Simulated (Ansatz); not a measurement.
The same ligand exchange along the group B, Al, Ga.

Computed with Ansatz on PBE0-D4/def2-TZVP structures; ΔE is electronic, products minus reactants. CCSD(T)/CBS adds triple-zeta CCSD(T) − MP2 to the extrapolated MP2 energy (def2 sets, frozen cores). This one scheme is used for every species. DFT in def2-TZVPP. For Ga outer-core shells are correlated without core-valence functions, which leaves a few kJ/mol of doubt a bond. Scalar relativity is left out up to krypton. One conformer a species, not always the lowest.

```tsv
reaction	CCSD(T)/CBS(def2) (eV)
`NB(F)F` + NH₃ → `NB(N)F` + H–F	0.52
`[NH2][Al]([F])[F]` + NH₃ → `[NH2][Al]([NH2])[F]` + H–F	?
`[NH2][Ga]([F])[F]` + NH₃ → `[NH2][Ga]([NH2])[F]` + H–F	0.38
```

Q: Fill in the missing values. (Best estimate.)

A: Ansatz gave: `[NH2][Al]([F])[F]` + NH₃ → `[NH2][Al]([NH2])[F]` + H–F: +0.98 eV.

Largest T1 diagnostic: 0.014, for `[NH2][Ga]([F])[F]`.
